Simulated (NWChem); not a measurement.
Species: BeH₂O; SMILES [OH][BeH]

```xyz
4

Be     0.0045    -0.8541     0.0001
H      0.0120    -2.1872     0.0003
O     -0.0035     0.5391    -0.0003
H     -0.0016     1.4863     0.0027
```
Atoms are numbered in this order, from 1.

Results from NWChem. Coordinates come from a PBE0/def2-SVP optimisation. Ions are spin-unrestricted doublets at the neutral geometry; other ion states weren't tried.

Task: Estimate the computed values for B3LYP/def2-SVPD. Quantities: vertical ionisation energy, ΔSCF (eV); −ε(HOMO) (eV).

Result: 
| Quantity | Result |
|---|---|
| vertical ionisation energy, ΔSCF (eV) | 12.06 |
| −ε(HOMO) (eV) | 8.79 |
